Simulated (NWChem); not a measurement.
CH$_{5}$F$_{2}$NSi; SMILES [SiH](F)(F)CN

```xyz
10

N      0.0822     2.2677     0.0085
C     -0.7563     1.1126    -0.3039
Si    -0.0236    -0.4875     0.3147
F      1.4585    -0.6194    -0.3291
F     -0.8604    -1.7855    -0.1681
H      0.1745     2.4004     1.0138
H      1.0232     2.1451    -0.3610
H     -0.9100     1.0524    -1.3957
H     -1.7658     1.2651     0.1152
H      0.1326    -0.5510     1.7896
```
Atoms are numbered in this order, from 1.

All runs: NWChem. Pople sets run with spherical d functions. Coordinates come from a PBE0/def2-SVP optimisation. Level: M06-2X/6-31G* with SMD (1 M gas to 1 M solution), gas-phase geometry. Reactions with the solvent are ignored.

```json
[
 {"solvent": "water", "dielectric constant": "78.4", "solvation free energy (kcal/mol)": "-4.0", "cavity-dispersion-structure term (kcal/mol)": "3.4", "dipole in solution (D)": "1.89"},
 {"solvent": "1,4-dioxane", "dielectric constant": "2.21", "solvation free energy (kcal/mol)": "-2.3", "cavity-dispersion-structure term (kcal/mol)": "1.6", "dipole in solution (D)": "1.73"},
 {"solvent": "acetonitrile", "dielectric constant": "35.7", "solvation free energy (kcal/mol)": "-6.0", "cavity-dispersion-structure term (kcal/mol)": "1.3", "dipole in solution (D)": "1.89"},
 {"solvent": "diethyl ether", "dielectric constant": "4.24", "solvation free energy (kcal/mol)": "[?]", "cavity-dispersion-structure term (kcal/mol)": "0.5", "dipole in solution (D)": "[?]"},
 {"solvent": "n-hexane", "dielectric constant": "1.88", "solvation free energy (kcal/mol)": "-2.9", "cavity-dispersion-structure term (kcal/mol)": "0.5", "dipole in solution (D)": "1.71"}
]
```

Problem. Complete the blanks.

Solution. 
- diethyl ether, solvation free energy (kcal/mol): -5.2
- diethyl ether, dipole in solution (D): 1.81
